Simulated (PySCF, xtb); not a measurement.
CH₁₀N₂Si₂, SMILES NC[SiH2]N[SiH3]. Other conformers were not sampled.

Harmonic wavenumbers (cm⁻¹) from GFN2-xTB run with xtb 6.7.1 at its own minimum, in rising order: 51, 58, 85, 124, 197, 275, 303, 358, 507, 547, 570, 596, 668, 723, 735, 758, 793, 799, 806, 834, 964, 1000, 1083, 1100, 1200, 1251, 1337, 1495, 1576, 2162, 2197, 2235, 2249, 2269, 2843, 2971, 3365, 3402, 3446.

Question: What does PySCF with PBE-D3(BJ)/def2-SVP give at its own minimum? (Estimate from the structure and the level; the computed values follow.)

Answer: 50, 66, 79, 150, 208, 276, 334, 526, 562, 591, 636, 685, 689, 743, 776, 822, 881, 891, 925, 938, 959, 972, 1048, 1063, 1176, 1213, 1291, 1405, 1583, 2101, 2121, 2147, 2156, 2167, 2898, 3008, 3372, 3402, 3482. Paired by order, the mean absolute difference is 49 cm⁻¹ and the zero-point energies are 68.5 and 69.2 kcal/mol.
